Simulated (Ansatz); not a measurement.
System: ZnBr (charge 0, doublet). SMILES of the parent species: [Zn][Br]

Atoms: Zn1, Br2. Bonds: Zn1-Br2.

Bond lengths (Å) and angles (degrees) optimised at HF/LANL2DZ with Ansatz (a quantum-chemistry and plane-wave program); PBE/LANL2DZ with Ansatz; B3LYP/LANL2DZ with Ansatz, each started from the B3LYP-D3(BJ)/def2-TZVP structure (Ansatz) of the last column. A row stands for all coordinates that are equal there.

```csv
coordinate,HF/LANL2DZ,PBE/LANL2DZ,B3LYP/LANL2DZ,B3LYP-D3(BJ)/def2-TZVP
Zn1-Br2,2.410,2.466,2.467,2.340
```

Mean signed difference of all 1 bond lengths from B3LYP-D3(BJ)/def2-TZVP: HF/LANL2DZ 0.070 Å, PBE/LANL2DZ 0.125 Å, B3LYP/LANL2DZ 0.127 Å.
